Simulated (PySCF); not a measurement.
Frontier levels across methods

Compound: CH₇ClGeSi.
Z-matrix (Å and degrees, PBE0-D3(BJ)/def2-SVP geometry), rows numbered from 1:
```
Si
Ge  1  2.3816
C   2  1.9734  1  107.53
Cl  3  1.7891  2  109.71  1   -47.81
H   1  1.4949  2  109.17  3   -48.88
H   1  1.4917  2  110.58  3    71.67
H   1  1.4955  2  109.90  3  -168.01
H   2  1.5401  1  111.84  3  -118.85
H   2  1.5446  1  112.14  3   118.84
H   3  1.0986  2  111.74  1  -167.50
H   3  1.0986  2  110.91  1    71.19
```

Basis pcSseg-2 throughout (PySCF), one geometry. Geometry: PBE0-D3(BJ)/def2-SVP, one conformer, isolated molecule. The calculation is non-relativistic, for germanium too.

**Question.** How do the orbital energies, the gap and the dipole change with the method?

**Answer.** 
| method | kind | HOMO (eV) | LUMO (eV) | gap (eV) | μ (D) | SCF cycles |
| --- | --- | --- | --- | --- | --- | --- |
| BLYP | GGA | -6.61 | -0.97 | 5.63 | 1.48 | 12 |
| B97-D | GGA | -6.74 | -0.98 | 5.76 | 1.50 | 12 |
| OPBE | GGA | -6.74 | -0.94 | 5.80 | 1.50 | 12 |
| PBE | GGA | -6.75 | -1.08 | 5.67 | 1.49 | 12 |
| KT2 | GGA | -6.84 | -1.20 | 5.64 | 1.53 | 12 |
| BP86 | GGA | -6.85 | -1.10 | 5.75 | 1.50 | 12 |
| KT3 | GGA | -6.85 | -1.16 | 5.69 | 1.51 | 12 |
| LDA | LDA | -6.87 | -1.25 | 5.62 | 1.52 | 12 |
| B97-2 | global hybrid | -7.77 | -0.25 | 7.52 | 1.58 | 11 |
| B3LYP | global hybrid | -7.78 | -0.47 | 7.31 | 1.57 | 11 |
| PBE0 | global hybrid | -8.01 | -0.24 | 7.77 | 1.59 | 11 |
| mPW1PW91 | global hybrid | -8.04 | -0.24 | 7.79 | 1.59 | 11 |
| BHandHLYP | global hybrid | -9.13 | 0.52 | 9.64 | 1.67 | 10 |
| CAM-B3LYP | range-separated hybrid | -9.33 | 0.67 | 10.00 | 1.63 | 11 |
| wB97X-D | range-separated hybrid | -9.85 | 1.47 | 11.32 | 1.64 | 12 |
| LC-wPBE | range-separated hybrid | -10.69 | 1.80 | 12.49 | 1.66 | 12 |
| HF | Hartree–Fock | -10.80 | 2.39 | 13.19 | 1.81 | 11 |

The HOMO spans 4.19 eV, from BLYP down to HF, and the gap runs from 5.62 eV (LDA) to 13.19 eV (HF). Over the methods BLYP (0 %), B97-D (0 %), OPBE (0 %), PBE (0 %), KT2 (0 %), BP86 (0 %), KT3 (0 %), LDA (0 %), B97-2 (21 %), B3LYP (20 %), PBE0 (25 %), mPW1PW91 (25 %), BHandHLYP (50 %), HF (100 %), a straight line through the gap against the share of exact exchange rises by 0.76 eV for each 10 % (correlation coefficient 0.999). The dipole ranges from 1.48 D (BLYP) to 1.81 D (HF). This basis has no diffuse functions.

The vertical ΔSCF ionisation energy at wB97X-D/def2-SVPD is 10.11 eV; −ε(HOMO) comes closest to it with wB97X-D (9.85 eV).
